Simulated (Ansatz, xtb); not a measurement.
Relaxing a trial structure of ClFH2OSi2+

The starting geometry of this gas-phase doublet was built from a drawn formula by distance geometry and a force field; its bonds are those of `[O][SiH2][Si+](F)Cl`.

```tsv
atom	x (Å)	y (Å)	z (Å)
Cl	3.5927	0.6582	-1.9499
F	3.9770	3.1262	0.1976
O	-0.1304	1.0658	-1.1028
Si	0.6607	2.2143	-0.2091
Si	2.8744	2.0393	-0.5894
H	0.4610	1.9747	1.2466
H	0.2529	3.5692	-0.5779
```

Problem. Where would you expect an optimisation with r2SCAN-D4/def2-SVP to take it?

Solution. It keeps its bonds, and is `[O][SiH2][Si+](F)Cl`.

The energy falls by 0.64 eV over 7 steps:

| step | E − E(last) (eV) |
| --- | --- |
| 1 | 0.644 |
| 2 | 0.149 |
| 3 | 0.038 |
| 4 | 0.008 |
| 5 | 0.003 |
| 6 | 0.000 |
| 7 | 0.000 |

Final geometry (Å):

```xyz
7

Cl    3.7164    0.7420   -1.8821
F     4.0056    2.9784    0.0880
O    -0.1355    1.0660   -1.0967
Si    0.5490    2.2494   -0.1543
Si    2.9270    2.0512   -0.6185
H     0.4326    1.9437    1.2969
H     0.1933    3.6169   -0.6183
```

From the same start GFN2-xTB ends elsewhere, at `F[SiH](Cl)[O+]=[SiH]`.

No frequencies were run, so the end isn't proven a minimum. Open shells are spin-unrestricted. Run with Ansatz 0.2.0, 98 s on 2 threads of Intel(R) Xeon(R) Platinum 8259CL CPU @ 2.50GHz (Skylake/Cascade Lake), with other jobs on the host.
